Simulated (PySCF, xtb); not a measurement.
CH3Si, SMILES C[Si] (connectivity only; charge and spin as stated), charge +1, multiplicity 1.

Harmonic wavenumbers (cm⁻¹) from GFN2-xTB run with xtb at its own minimum, in rising order: 713, 713, 790, 1299, 1320, 1320, 2934, 2935, 2943.

### Question
What does PBE0-D3(BJ)/def2-TZVP (PySCF 2.14.0) give at its own minimum? (An estimate is asked for; the answer gives what the named calculation found.)

### Answer
449, 449, 771, 1237, 1333, 1333, 2971, 3054, 3054. Paired by order, the mean absolute difference is 100 cm⁻¹ and the zero-point energies are 21.4 and 20.9 kcal/mol.
